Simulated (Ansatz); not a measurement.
A series at B: from `CB(C)C`, ligands are replaced one by one, each step taking up NH₃ and setting free CH₄; n counts the steps. Ansatz, PBE0-D4/def2-TZVP geometries. Each molecule was computed in one conformer, which needn't be the lowest.

```
n  molecule  HOMO energy, ωB97M-V/def2-TZVPP (eV)
0  `CB(C)C`                                -10.82
1  `CB(C)N`                                     ?
2  `CB(N)N`                                 -9.13
3  `NB(N)N`                                 -8.96
```

Q: By hand: fit a straight line y = ȳ + b (n − n̄) to the 3 given rows and predict n = 1.

A: n̄ = 1.667, ȳ = -9.637; Σ(n − n̄)(y − ȳ) = 3.043, Σ(n − n̄)² = 4.667, so b = 0.652 eV a step. Prediction: -9.637 + (0.652) × (-0.667) = -10.07 eV.

Q: By hand: compare with the computed value, -10.48 eV, and give the steps along the whole series.

A: The line misses by -0.41 eV (computed minus predicted). Steps: 0.34, 1.35, 0.17 eV.

One step carries most of the change, so a line is a poor guide. The highest orbital can change its character along such a series. The miss is 22.0 % of the series' range.
